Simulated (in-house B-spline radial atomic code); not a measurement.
Ionisation energies along the 57-electron series, configuration 1s2 2s2 2p6 3s2 3p6 3d10 4s2 4p6 4d10 4f5/2(6) 4f7/2(3) 5s2, as differences of self-consistent energies. Dirac energy differences include first-order Breit, QED and recoil terms. NIST's values go from ground level to ground level; the uncertainty of those that are theory runs from under 0.1 % in few-electron ions to several per cent in heavy many-electron ones. Computed with an all-electron radial atomic-structure program (B-spline basis): Dirac-Hartree-Fock, jj configuration that fills j = l - 1/2 first, finite nuclei.

A number in brackets counts the electrons of a j subshell.

| ion | configuration after | ionisation energy (eV) | IE/(q+1)² (eV) | -ε less Coulomb ΔSCF (eV) | Breit and QED recoil part (eV) | tabulated value (eV) | tabulated kind | computed minus tabulated (eV) |
| --- | --- | --- | --- | --- | --- | --- | --- | --- |
| Ho10+ | [Kr] 4d10 4f5/2(6) 4f7/2(2) 5s2 | 177.03 | 1.463 | 3.5067 | 0.1499 | 197 | tabulated theory | -19.97 |
| Er11+ | [Kr] 4d10 4f5/2(6) 4f7/2(2) 5s2 | 208.80 | 1.45 | 3.5119 | 0.16303 | 235 | tabulated theory | -26.20 |
| Tm12+ | [Kr] 4d10 4f5/2(6) 4f7/2(3) 5s1 | 257.81 | 1.5255 | - | -0.34503 | 274 | tabulated theory | -16.19 |
